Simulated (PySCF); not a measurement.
# Reading the logs of faulty runs: BGeH4NO

All numbers below are calculated, not measured. The program is PySCF 2.14.0, an open-source quantum chemistry code, run on an isolated molecule that a program drew, which may never have been made. The molecule is BGeH4NO (charge 0, singlet), drawn as the SMILES string `B[N]=[GeH][OH]`.

Each row is a Hartree-Fock (HF) and frozen-core CCSD(T) single point in the cc-pVDZ basis, meant for a local HF minimum. Run 1 is clean. Each other run has one planted mistake out of seven kinds, and not every kind appears here: one electron removed, one electron added, multiplicity raised by two, geometry at a saddle point, minimal basis STO-3G, one bond length entered in bohr, all coordinates scaled. The reference is restricted for singlets and unrestricted otherwise, and also for a bond in bohr. Adding or removing an electron swaps singlet and doublet. Electrons count all cores. HOMO and LUMO are orbital energies over both spins, the gradient is its largest component, and the lowest frequency (negative if imaginary) is given only where the gradient is small. Bond lengths are over the 7 bonds as drawn. T1 is the CCSD diagnostic: over 0.02 (restricted) or 0.045 (unrestricted) a single reference is doubtful. Germanium has the cc-pVDZ-PP basis, with a core potential (ECP10MDF) in place of its 10 inner electrons, and its 3s, 3p and 3d shells are frozen in CCSD(T).

Geometry of the clean run:
```xyz
8
BGeH4NO, angstrom
B     1.1374    0.6643   -2.9253
N     0.4385    0.5670   -1.7336
Ge   -0.4173    0.3010   -0.3615
O    -0.6915    1.5271    0.8533
H     2.3217    0.4248   -2.9647
H     0.5762    1.0020   -3.9414
H    -1.1016   -0.9458    0.1247
H    -0.3029    2.3701    0.6570
```

| run | electrons | basis functions | <S^2> | HOMO (eV) | LUMO (eV) | gradient (hartree/bohr) | lowest frequency (cm^-1) | mean bond (Å) | longest bond (Å) | T1 | HF (hartree) | CCSD(T) (hartree) | mistake |
|---|---|---|---|---|---|---|---|---|---|---|---|---|---|
| 1 | 56 | 85 | 0.000 | -9.40 | 2.02 | 1.6e-06 | 54 | 1.3773 | 1.748 | 0.0189 | -449.69248 | -450.27271 | no fault |
| 2 | 57 | 85 | 0.771 | 0.53 | 8.30 | 8.2e-02 | - | 1.3773 | 1.748 | 0.0174 | -449.64464 | -450.23027 | one electron added |
| 3 | 55 | 85 | 0.766 | -17.45 | -6.77 | 1.1e-01 | - | 1.3773 | 1.748 | 0.0377 | -449.40799 | -449.94858 | one electron removed |
| 4 | 56 | 85 | 0.000 | -9.20 | 1.42 | 6.2e-02 | - | 1.4875 | 1.888 | 0.0236 | -449.64151 | -450.24739 | all coordinates scaled |
| 5 | 56 | 85 | 0.738 | -7.48 | 1.74 | 4.8e-02 | - | 1.5310 | 2.285 | 0.0582 | -449.58053 | -450.15897 | ? |

**Which mistake was planted in run 5, and what did it cost?**

The mean bond changes by a factor of 1.112 and the longest by 1.307, so the molecule wasn't scaled as a whole. A length L in bohr read as angstrom grows by (1/0.5292 - 1) L = 0.890 L. The 7 bonds together grew by 7 x 0.1537 = 1.076 Å, which gives L = 1.209 Å. That is the length of one of the B-H bonds, 1.209 Å in the clean geometry. So the mistake is: one bond length entered in bohr. Subtracting run 1 and multiplying by 627.51 kcal/mol a hartree, the energy moved by 70.2 kcal/mol in HF and 71.4 kcal/mol in CCSD(T).

Cautions from the logs. Run 2: the HOMO is above zero, so the electron isn't bound and the energy depends on the basis; run 4: T1 is over the limit, so its CCSD(T) energy is less reliable; run 5: T1 is over the limit, so its CCSD(T) energy is less reliable.
